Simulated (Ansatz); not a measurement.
Compare A (`O=CC(Cl)O[SiH3]`) with its isomer B (`Cl[SiH2]OC1CO1`).

Calculated with Ansatz (gas phase, PBE0-D4/def2-TZVP geometries, no zero-point term in ΔE). CBS: MP2 limit from def2 TZ/QZ plus the TZ coupled-cluster correction, frozen cores. Functionals use def2-TZVPP. B3LYP here is the variant with VWN-RPA as its local correlation; programs differ in this. Each species was taken in one conformer, which may not be the lowest.

Problem. Which is lower in electronic energy at CCSD(T)/CBS, and by how much? (Best estimate.)

Solution. Computed: B, by 22.8 kcal/mol.

Problem. Give E(B) − E(A) in kcal/mol with PBE-D4, r2SCAN-D4, HF/def2-TZVPP, B3LYP, B3LYP-D4, B2PLYP, CCSD(T)/def2-TZVPP. (Estimate.)

Solution. Ansatz gave: PBE-D4 -22.4, r2SCAN-D4 -24.3, HF/def2-TZVPP -20.7, B3LYP -20.6, B3LYP-D4 -20.1, B2PLYP -21.3, CCSD(T)/def2-TZVPP -21.8. None reverses the order clearly.

Largest T1 diagnostic: 0.013.

In def2-TZVPP, CCSD(T) changes the Hartree–Fock value by −1.1 kcal/mol (the triples alone add +0.7 kcal/mol) and MP2 by −3.4 kcal/mol. From PBE to PBE0 (25 % exact exchange), in def2-TZVPP and without D4, E(B) − E(A) moves by −2.6 kcal/mol.
